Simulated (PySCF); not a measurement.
Members of one series of related molecules.

All values: PBE0/pcSseg-1 (PySCF) at GFN2-xTB geometries, gas phase, one conformer each.

**Question.** Rank by the lowest Hirshfeld charge on any atom, lowest value first.
A. `C(c1pcpc(p1)OC)(C)=O`
B. `COC1=PC=PC(Cl)=P1`
C. `O(c1pc(pcp1)C#N)C`
D. `CCC1=PC(OC)=PC(F)=P1`

**Answer.** A (-0.227 e), C (-0.212 e), B (-0.165 e), D (-0.117 e).

**Question.** Rank by the lowest IAO charge on any atom, highest value first.
A. `C#Cc1pcpc(OC)p1`
B. `CCC1=PC(OC)=PC(F)=P1`
C. `COc1pcpc(Cl)p1`

**Answer.** B (-0.427 e), C (-0.621 e), A (-0.636 e).

**Question.** Rank by LUMO energy, lowest first.
A. `COc1pcpc(C#N)p1`
B. `COc1pcpc(Cl)p1`
C. `COc1pcpc(C(C)=O)p1`
D. `C#Cc1pcpc(OC)p1`
E. `CCc1pc(F)pc(OC)p1`

**Answer.** A (-3.31 eV), C (-3.08 eV), D (-2.85 eV), B (-2.71 eV), E (-2.39 eV).

All values together:

```json
{"SMILES": "COc1pcpc(Cl)p1", "formula": "C4H4ClOP3", "μ (D)": "3.22", "HOMO (eV)": "-6.97", "LUMO (eV)": "-2.71", "lowest IAO charge (e)": "-0.621 (C)", "highest IAO charge (e)": "+0.430 (P)", "lowest Hirshfeld charge (e)": "-0.165 (C)", "highest Hirshfeld charge (e)": "+0.093 (P)"}
{"SMILES": "COc1pcpc(C#N)p1", "formula": "C5H4NOP3", "μ (D)": "6.39", "HOMO (eV)": "-7.31", "LUMO (eV)": "-3.31", "lowest IAO charge (e)": "-0.624 (C)", "highest IAO charge (e)": "+0.477 (P)", "lowest Hirshfeld charge (e)": "-0.212 (N)", "highest Hirshfeld charge (e)": "+0.148 (P)"}
{"SMILES": "C#Cc1pcpc(OC)p1", "formula": "C6H5OP3", "μ (D)": "1.72", "HOMO (eV)": "-6.73", "LUMO (eV)": "-2.85", "lowest IAO charge (e)": "-0.636 (C)", "highest IAO charge (e)": "+0.438 (P)", "lowest Hirshfeld charge (e)": "-0.170 (C)", "highest Hirshfeld charge (e)": "+0.116 (P)"}
{"SMILES": "COc1pcpc(C(C)=O)p1", "formula": "C6H7O2P3", "μ (D)": "3.33", "HOMO (eV)": "-6.92", "LUMO (eV)": "-3.08", "lowest IAO charge (e)": "-0.621 (C)", "highest IAO charge (e)": "+0.506 (P)", "lowest Hirshfeld charge (e)": "-0.227 (O)", "highest Hirshfeld charge (e)": "+0.143 (C/P)"}
{"SMILES": "CCc1pc(F)pc(OC)p1", "formula": "C6H8FOP3", "μ (D)": "1.99", "HOMO (eV)": "-6.79", "LUMO (eV)": "-2.39", "lowest IAO charge (e)": "-0.427 (C)", "highest IAO charge (e)": "+0.376 (P)", "lowest Hirshfeld charge (e)": "-0.117 (C)", "highest Hirshfeld charge (e)": "+0.083 (P)"}
```

Conformers: `[CH3:1][O:2][c:3]1[p:4][cH:5][p:6][c:7]([Cl:8])[p:9]1` with C1–O2–C3–P4 0°; `[CH3:1][O:2][c:3]1[p:4][cH:5][p:6][c:7]([C:8]#[N:9])[p:10]1` with C1–O2–C3–P4 -1°; `[CH:1]#[C:2][c:3]1[p:4][cH:5][p:6][c:7]([O:8][CH3:9])[p:10]1` with P6–C7–O8–C9 180°; `[CH3:1][O:2][c:3]1[p:4][cH:5][p:6][c:7]([C:8]([CH3:9])=[O:10])[p:11]1` with C1–O2–C3–P4 -1°, P6–C7–C8–C9 3°; `[CH3:1][CH2:2][c:3]1[p:4][c:5]([F:6])[p:7][c:8]([O:9][CH3:10])[p:11]1` with C1–C2–C3–P4 -83°, P7–C8–O9–C10 0°.
